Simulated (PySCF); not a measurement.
# Vibration and rotation of SI⁺

UHF-CCSD(T) constants of SI⁺, ³Σ⁻ (triplet), unpaired electrons π ↑↑ (S cc-pV(D+d)Z, I cc-pVDZ-PP with ECP28; scalar-relativistic core potentials (PySCF 2.14); masses 31.9721 and 126.9045 u):

```
ωe              : 436.0 cm⁻¹
ωexe            : 1.71 cm⁻¹
Be              : 0.12772 cm⁻¹
αe              : 0.000612 cm⁻¹
D (centrifugal) : 4.38e-08 cm⁻¹
De to S⁺ + I    : 2.76 eV
```

(1) Give the vibrational terms G(v) and spacings up to v = 6.

(2) How well does the Morse estimate ωe²/(4ωexe) reproduce De, and what is D0?

Correlated steps freeze 9 core orbitals. Correlated levels converge slowly with the basis: in double zeta they bind strong bonds too weakly, by up to about 1 eV, and carry superposition errors of some tenths. These are scalar-relativistic numbers at best; spin–orbit coupling would shift them, the dissociation energy most. For an ion De counts to the pair picked by the measured ionisation energies or electron affinities, which need not be the lowest pair at this level. The state was picked by a PBE0 search and need not be the measured ground state.

Answers

(1) G(v) = ωe(v+½) − ωexe(v+½)².

```csv
v,G(v) (cm⁻¹),G(v) − G(v−1),Bv (cm⁻¹)
0,217.6,,0.1274
1,650.2,432.6,0.1268
2,1079.3,429.2,0.1262
3,1505.1,425.7,0.1256
4,1927.4,422.3,0.1250
5,2346.3,418.9,0.1244
6,2761.8,415.5,0.1237
```

(2) It gives 3.45 eV, 125 % of the computed De. D0 = De − G(0) = 2.76 − 0.03 = 2.73 eV.
